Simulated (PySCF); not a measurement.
# Gd²⁵⁺: ionisation energy

Gd²⁵⁺ [Kr] 4d3 [4d3/2^3, M_J = 3/2] → Gd²⁶⁺ [Kr] 4d2 [4d3/2^2, M_J = 2], as a difference of total energies. Computed with PySCF 2.14 in an even-tempered Gaussian basis (17 s from 1.9 bohr⁻², ratio 2.8; 14 p from 2.5 bohr⁻², ratio 2.8; 9 d from 2.5 bohr⁻², ratio 2.8; 3 f from 9.8 bohr⁻², ratio 3), with the two-component X2C-1e Hamiltonian. Correlated levels: [Ar] 3d10 frozen; the 92 highest virtual spinors dropped. "Screened" scales the spin-orbit matrix elements by Boettger's factors to mimic the two-electron term; Breit and QED terms are absent.

```json
{"method": "GHF (spin-free)", "ionisation energy (eV)": "848.62"}
{"method": "GMP2 (spin-free)", "ionisation energy (eV)": "848.82"}
{"method": "GHF (screened spin-orbit)", "ionisation energy (eV)": "849.76"}
{"method": "GMP2 (screened spin-orbit)", "ionisation energy (eV)": "850.34"}
```

Question: How much does correlation contribute at GMP2 (screened spin-orbit)?

Answer: 850.34 − (849.76) = 0.58 eV, measured against GHF (screened spin-orbit).

Breit and QED terms and the two-electron picture change are absent.

The spin-free rows relax to the high-spin LS determinant and lack the spin-orbit shift.

The labels give the starting determinants; with spin-orbit coupling the two ends relaxed to ⟨J²⟩ = 4.05, ⟨L²⟩ = 9.10, ⟨S²⟩ = 2.49 and ⟨J²⟩ = 6.06, ⟨L²⟩ = 10.49, ⟨S²⟩ = 1.60.

The determinant of Gd²⁵⁺ mixes levels of different J (the jj label is only the starting occupation), so the difference between spin-free and spin-orbit rows is not the physical spin-orbit shift.

For comparison: 851 ± 4 eV (theoretical estimate listed by NIST; NIST Atomic Spectra Database, ionization energies).
